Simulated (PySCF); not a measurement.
**Lu(NO2)3 at several levels of theory**

Computed with PySCF 2.14.0 (density fitting, no spin-orbit coupling) at the geometry relaxed with PBE:

```xyz
10
Lu(NO2)3 (singlet in the valence; each metal's 4f electrons, 14 of them, lie in its core potential, out of spins and levels)
Lu    0.0000    0.0000    0.0000
O     2.0363    0.1435    1.0509
O     2.0363   -0.1435   -1.0509
N     2.7492    0.0000    0.0000
O    -1.1424    1.6918    1.0509
O    -0.8939    1.8352   -1.0509
N    -1.3746    2.3809    0.0000
O    -0.8939   -1.8352    1.0509
O    -1.1424   -1.6918   -1.0509
N    -1.3746   -2.3809    0.0000
```

```tsv
level	basis	state	HOMO (eV)	gap (eV)	charge on Lu1 (e)	population of f-type functions on Lu1 (polarisation alone where 4f lies in the core)	dipole about the centre of mass (D)	largest force component (eV/Å)
PBE	Lu lcecp-1-SVP with ECP60, O def2-SVP, N def2-SVP	singlet	-7.21	2.66	0.99	0.06	0.00	0.02
revPBE	the same	singlet	-7.15	2.71	1.04	0.06	0.00	0.33
r2SCAN	the same	singlet	-7.65	3.10	1.22	0.06	0.00	0.61
BP86	the same	singlet	-7.34	2.69	1.02	0.06	0.00	0.21
```

In the lcecp rows the 4f levels are missing from HOMO and gap, and the state counts the valence alone.

Charges are Mulliken's, which hang on the basis. The relaxation used the grid (50, 194), these runs (75, 302) or, all-electron (x2c bases, spin-free X2C Hamiltonian), (99, 590).

Task: What does wB97X with Lu lcecp-1-SVP with ECP60, O def2-SVP, N def2-SVP give here?

Result: state singlet, HOMO (eV) -11.51, gap (eV) 10.29, charge on Lu1 (e) 1.23, population of f-type functions on Lu1 (polarisation alone where 4f lies in the core) 0.06, dipole about the centre of mass (D) 0.00, largest force component (eV/Å) 1.50. Time: 27 s on 4 threads of Intel(R) Xeon(R) Platinum 8175M CPU @ 2.50GHz (Skylake/Cascade Lake), with other jobs on the host, from an already converged density.

In the first row's basis the gap widens with exact exchange: 2.7 to 3.1 eV for PBE, BP86, revPBE, r2SCAN (none); 10.3 eV for wB97X (rising or full at long range).

An lcecp potential fixes the number of 4f electrons, so in runs with it no electron can move into or out of that shell.
